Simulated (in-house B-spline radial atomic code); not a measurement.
The outermost shell (largest non-relativistic mean radius) with and without relativity; Dirac values are averaged over j. Computed with a radial B-spline atomic code at the basis-set limit: non-relativistic Hartree-Fock and Dirac-Hartree-Fock, averages of the configuration (point nuclei without relativity, finite nuclei with it).

```
 ion  configuration  outermost shell  radius non-relativistic (bohr)  radius Dirac (bohr)  radius change (%)  level non-relativistic (eV)  level Dirac (eV)  spin-orbit splitting (eV)
 V5+   [Ne] 3s2 3p6               3p                           0.949              0.94702           -0.20802                     -128.263            -128.4                     1.0092
Cr5+       [Ar] 3d1               3d                         0.94795               0.9506            0.28021                      -91.032           -90.655                    0.12603
Mn5+       [Ar] 3d2               3d                         0.90191              0.90447            0.28385                      -94.900           -94.487                    0.16223
Fe5+       [Ar] 3d3                ?                               ?                    ?                  ?                            ?                 ?                          ?
Co5+       [Ar] 3d4                ?                               ?                    ?                  ?                            ?                 ?                          ?
Ni5+       [Ar] 3d5               3d                         0.78861              0.79094            0.29525                     -106.153           -105.62                    0.31868
Cu5+       [Ar] 3d6               3d                         0.75726              0.75953            0.29903                     -109.807           -109.23                    0.39027
Zn5+       [Ar] 3d7                ?                               ?                    ?                  ?                            ?                 ?                          ?
Ga5+       [Ar] 3d8               3d                         0.70185                0.704            0.30642                     -116.994           -116.32                    0.56971
Ge5+       [Ar] 3d9               3d                         0.67721              0.67931            0.30999                     -120.534            -119.8                    0.68021
```

Fill in the row of Fe5+.

outermost shell: 3d; radius non-relativistic (bohr): 0.86044; radius Dirac (bohr): 0.86291; radius change (%): 0.28762; level non-relativistic (eV): -98.705; level Dirac (eV): -98.254; spin-orbit splitting (eV): 0.20575.

Fill in the row of Co5+.

outermost shell: 3d; radius non-relativistic (bohr): 0.82285; radius Dirac (bohr): 0.82525; radius change (%): 0.29143; level non-relativistic (eV): -102.454; level Dirac (eV): -101.96; spin-orbit splitting (eV): 0.25755.

Fill in the row of Zn5+.

outermost shell: 3d; radius non-relativistic (bohr): 0.72844; radius Dirac (bohr): 0.73065; radius change (%): 0.30277; level non-relativistic (eV): -113.419; level Dirac (eV): -112.79; spin-orbit splitting (eV): 0.47352.

Which member changes most?

Germanium (Ge5+): its 3d shell expands by 0.3 %.
